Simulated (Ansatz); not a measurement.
Ansatz (a first-principles code) input (wB97M-V/def2-TZVPD):

Ansatz 0.2 input:
```yaml
crystal:
  periodic: [false, false, false]
  atoms:
    - {symbol: Os, position_ang: [-0.00000000, -0.00000000, 0.00000000]}
    - {symbol: O, position_ang: [1.69517397, -0.04378527, 0.00452600]}
    - {symbol: O, position_ang: [-0.80961245, 1.48979000, -0.02461470]}
    - {symbol: O, position_ang: [-0.88556152, -1.44600473, 0.02008869]}
basis:
  gaussian:
    orbitals: def2-TZVPD
hamiltonian:
  xc: {name: wB97M-V}
magnetization: {spin_polarized: true, initial_magnetization: 2}
```

End of the output:

```
integrals: 0.10 GiB planned
943 factors; their error is unknown
integrals: 0.14 GiB planned
240 factors; integrals over basis functions are off by at most 2.7e-5 eV
mean field: 1.24 GiB planned
mean field evaluation 1: about -8588.5665 eV, gradient 7.1e1 eV
mean field evaluation 2: about -8512.8794 eV, gradient 1.6e2 eV
mean field evaluation 4: about -8605.1255 eV, gradient 1.3e1 eV
mean field evaluation 8: about -8605.6910 eV, gradient 1.3e-1 eV
mean field evaluation 16: about -8605.7150 eV, gradient 9.2e-3 eV
mean field evaluation 32: about -8605.7558 eV, gradient 9.9e-4 eV
mean field -8605.75575983 eV, -316.2556909832 hartree, gradient 2.5e-6 eV, S^2 2.081909; 4 other end points of the search recorded, 0 dependent functions left out
reference -8605.75582869 eV, -316.2556935136 hartree; 21, 19 occupied and 142, 144 virtual orbitals, 943 factors
Total energy: -8605.75582869 eV, -316.2556935136 hartree
```

This state (charge 0, triplet) is run at the relaxed geometry of the species with charge 0 and multiplicity 1, and is a spin state other than that species' own.
